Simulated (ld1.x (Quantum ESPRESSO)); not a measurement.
## Reading a pseudo-wave (germanium)

Columns: radius, all-electron u(r) and pseudo u(r) of the 4p shell (level -3.90 eV) of germanium in the configuration [Ar] 3d10 4s2 4p2; PBE, scalar-relativistic, ultrasoft scheme, ld1.x (Quantum ESPRESSO) 7.5.

```json
{"r (bohr)": "0.123", "all-electron": "0.1442", "pseudo": "0.0071"}
{"r (bohr)": "0.245", "all-electron": "-0.0369", "pseudo": "0.0276"}
{"r (bohr)": "0.368", "all-electron": "-0.2067", "pseudo": "0.0609"}
{"r (bohr)": "0.490", "all-electron": "-0.2451", "pseudo": "0.1044"}
{"r (bohr)": "0.613", "all-electron": "-0.1873", "pseudo": "0.1566"}
{"r (bohr)": "0.735", "all-electron": "-0.0831", "pseudo": "0.2138"}
{"r (bohr)": "0.858", "all-electron": "0.0364", "pseudo": "0.2743"}
{"r (bohr)": "0.980", "all-electron": "0.1517", "pseudo": "0.3341"}
{"r (bohr)": "1.103", "all-electron": "0.2564", "pseudo": "0.3918"}
{"r (bohr)": "1.225", "all-electron": "0.3458", "pseudo": "0.4444"}
{"r (bohr)": "1.348", "all-electron": "0.4208", "pseudo": "0.4912"}
{"r (bohr)": "1.470", "all-electron": "0.4809", "pseudo": "0.5303"}
{"r (bohr)": "1.593", "all-electron": "0.5285", "pseudo": "0.5621"}
{"r (bohr)": "1.715", "all-electron": "0.5643", "pseudo": "0.5861"}
{"r (bohr)": "1.838", "all-electron": "0.5903", "pseudo": "0.6033"}
{"r (bohr)": "1.960", "all-electron": "0.6073", "pseudo": "0.6142"}
{"r (bohr)": "2.083", "all-electron": "0.6169", "pseudo": "0.6199"}
{"r (bohr)": "2.205", "all-electron": "0.6201", "pseudo": "0.6209"}
{"r (bohr)": "2.328", "all-electron": "0.6180", "pseudo": "0.6181"}
{"r (bohr)": "2.450", "all-electron": "0.6116", "pseudo": "0.6116"}
{"r (bohr)": "2.573", "all-electron": "0.6015", "pseudo": "0.6015"}
{"r (bohr)": "2.695", "all-electron": "0.5886", "pseudo": "0.5886"}
{"r (bohr)": "2.818", "all-electron": "0.5734", "pseudo": "0.5734"}
{"r (bohr)": "2.940", "all-electron": "0.5566", "pseudo": "0.5566"}
{"r (bohr)": "3.063", "all-electron": "0.5384", "pseudo": "0.5384"}
{"r (bohr)": "3.185", "all-electron": "0.5194", "pseudo": "0.5194"}
```

(1) How many radial nodes do the two functions have?

(2) At about which radius was the pseudo-wave matched?

(3) Where does each function peak?

(4) Is the pseudo-wave norm-conserving?

## Answers

(1) The all-electron 4p function has n − l − 1 = 2; the pseudo-wave has 0, since the states of the same l below it are removed with the core.

(2) 2.45 bohr. The columns agree to 0.0005 from 2.33 bohr on; several derivatives are matched, so the curves merge somewhat inside the radius.

(3) Outermost all-electron maximum near 2.21 bohr, pseudo maximum near 2.21 bohr (to the table’s step).

(4) No, it belongs to an ultrasoft set: the norm inside the radius is not constrained, and the difference is carried by the augmentation charge.
